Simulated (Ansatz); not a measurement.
Molecule: FeO (charge 0, quintet). The spin state was set by rule; other spins were not relaxed. 
Coordinates optimised at B3LYP-D3(BJ)/def2-TZVP (Ansatz, a first-principles code):
```
Fe
O 1 1.6079
```
Charge 0, spin multiplicity 5.

Total electronic energies in hartree. Valence correlation only, unless marked. Open shells are spin-unrestricted. No spin-orbit coupling. The frozen core is the preceding noble-gas configuration, with the filled d and f shells of earlier blocks. No relativistic terms.  The program attaches cautions to a run behind CCSD/def2-SVPD: large difference. The program attaches cautions to a run behind CCSD(T)/6-31G: large difference.

The UHF reference is spin-contaminated (<S^2> 0.78 over the pure value in the largest basis). The Hartree-Fock reference is unstable (checked in the largest basis), which strains HF and MP2. The T1 diagnostic of CCSD in the largest basis is 0.113, which is high, so the coupled-cluster rows are less sure than usual.

```tsv
level	program	energy (Eh)
revPBE/def2-TZVPD	Ansatz	(withheld)
r2SCAN-D3(BJ)/def2-TZVPD	Ansatz + dftd3	(withheld)
PBE0/def2-QZVPP	Ansatz	-1338.64424
HSE06-D3(BJ)/def2-TZVPD	Ansatz + dftd3	-1338.60221
RI-MP2/def2-TZVPP	Ansatz	(withheld)
RI-MP2/def2-QZVPPD	Ansatz	-1337.71591
CCSD/def2-SVPD	Ansatz	-1337.33613
CCSD(T)/6-31G	Ansatz	-1337.30014
```

### Question
Fill in the missing entries.

### Answer

- revPBE/def2-TZVPD, energy (Eh): -1338.82400
- r2SCAN-D3(BJ)/def2-TZVPD, energy (Eh): -1338.87774
- RI-MP2/def2-TZVPP, energy (Eh): -1337.65395
